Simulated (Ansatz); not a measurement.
# Energy profile

The step: TiHCl₃O ([OH][Ti]([Cl])([Cl])[Cl]) + H₂ → TiHCl₃ ([Cl][TiH]([Cl])[Cl]) + H₂O (still joined by a long Ti–O bond); bonds formed: Ti1–H7, O2–H6; bonds broken: H6–H7; bonds weakened to dative contacts: Ti1–O2 (atoms numbered as in the saddle structure below).

```xyz
8
angstrom
Ti -0.2604 0.2046 -0.4909
O 0.0982 -0.1044 1.4524
Cl 0.5509 -0.2237 -2.4838
Cl -1.9159 -1.2454 -0.4433
Cl -0.9294 2.2565 -0.5371
H 1.1286 -0.0883 0.7850
H 1.5458 0.1363 -0.1045
H -0.2177 -0.9357 1.8222
```

Electronic energies by CCSD(T) at an estimated basis limit (MP2 extrapolated from triple and quadruple zeta, plus CCSD(T) − MP2 in triple zeta), on PBE0-D4/def2-TZVP structures; TiH3Cl3O, closed shell; no counterpoise correction. Ansatz 0.2.0; basis: def2-TZVPP and def2-QZVPP; cores frozen in the correlated methods. Extrapolation: Hartree–Fock as exp(−7.88 √X), correlation as X^−2.97.

Question: Give the profile in kJ/mol, counted from the separated reactants. (An estimate is asked for; the value comes from the calculation.)

Answer: Computed:
| point | kJ/mol |
| --- | --- |
| separated: TiHCl3O (linked as [OH][Ti]([Cl])([Cl])[Cl]; Ti1, O2, Cl3, Cl4, Cl5, H8; singlet) + H2 (H6, H7; singlet) | 0.0 |
| start structure | -2.8 |
| saddle | 154.8 |
| end structure | 82.3 |
| separated: TiHCl3 (linked as [Cl][TiH]([Cl])[Cl]; Ti1, Cl3, Cl4, Cl5, H7; singlet) + H2O (O2, H6, H8; singlet) | 138.5 |

T1 diagnostic: at most 0.026. The T1 diagnostic is large here, which may signal multireference character or strong orbital relaxation, so CCSD(T) is less sure. The restricted Hartree–Fock reference is unstable towards an unrestricted one at one or more of these structures.

For scale, one of the runs: CCSD(T)/def2-TZVPP, 263 basis functions, launched by `ansatz run in.yaml --threads 8 --pin off --events-out ev --progress --plain --max-ram 19148MiB`. Hardware: 8 CPU threads of an Arm Neoverse V2, shared host. Wall time 3.1 min; peak host memory 6.3 GiB.
